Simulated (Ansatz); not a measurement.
Basis sets compared for S-phenylphenoxathiinium tetracyanoborate (C22H13BN4OS). Charge 0, multiplicity 1. Geometry PBE-D4/def2-SVP. Ansatz on 2 threads of AMD EPYC 7R13 on a shared host and a share (18 GiB) of an NVIDIA H100 80GB HBM3; times are rough, and most runs start from earlier orbitals.

Cartesian coordinates in Å:
```
N 3.0818 2.2857 -5.3964
C 2.5475 1.7776 -4.4854
B 1.8266 1.0908 -3.2535
C 0.9823 2.1276 -2.3681
N 0.3254 2.7709 -1.6372
C 2.8591 0.3913 -2.2457
N 3.4919 -0.1484 -1.4169
C 0.7911 -0.0492 -3.6903
N -0.0185 -0.8779 -3.8770
C 0.6141 -4.2339 1.5058
C -0.5993 -3.5479 1.6901
C -0.7765 -2.2674 1.1478
C 0.2828 -1.7018 0.4232
S 0.1833 -0.0513 -0.3222
C 0.6277 1.0213 1.0341
C 1.9951 1.2765 1.2336
C 2.3905 2.0613 2.3211
C 1.4222 2.5886 3.1944
C 0.0622 2.3463 2.9814
C -0.3484 1.5615 1.8903
O -1.6975 1.3943 1.7436
C -2.2605 0.9145 0.5962
C -3.6495 1.0932 0.4684
C -4.3095 0.6421 -0.6782
C -3.5982 0.0140 -1.7166
C -2.2175 -0.1731 -1.6035
C -1.5597 0.2670 -0.4401
C 1.5008 -2.3702 0.2143
C 1.6579 -3.6480 0.7732
H 0.7429 -5.2393 1.9346
H -1.4176 -4.0133 2.2598
H -1.7274 -1.7290 1.2752
H 2.7364 0.8541 0.5361
H 3.4587 2.2633 2.4834
H 1.7303 3.2084 4.0494
H -0.7137 2.7655 3.6376
H -4.1810 1.6048 1.2832
H -5.3955 0.7941 -0.7674
H -4.1172 -0.3278 -2.6233
H -1.6404 -0.6509 -2.4140
H 2.3123 -1.8971 -0.3644
H 2.6049 -4.1885 0.6234
```

Single mean-field runs in def2-SVP, def2-TZVP are fitted with def2-universal-jkfit.

Binding counts from free atoms (N quartet, C triplet, B doublet, S triplet, O triplet, H doublet) in the same basis, without a counterpoise term.

```csv
level,functions,energy (Eh),HOMO (eV),LUMO (eV),binding per atom (eV),wall time
PBE-D4/def2-SVP,475,-1560.9025,-6.49,-3.08,5.66,19 s
PBE0-D4/def2-SVP,475,-1560.9783,-7.52,-2.29,5.49,19 s
```

(1) Estimate the rows for PBE-D4/def2-TZVP (with forces), PBE0-D4/def2-TZVP (with forces).

Answers

(1) 
```
                          level  functions  energy (Eh)  HOMO (eV)  LUMO (eV)  binding per atom (eV)  wall time
 PBE-D4/def2-TZVP (with forces)        983   -1562.3001      -6.52      -3.19                   5.58       24 s
PBE0-D4/def2-TZVP (with forces)        983   -1562.3660      -7.48      -2.36                   5.41       27 s
```
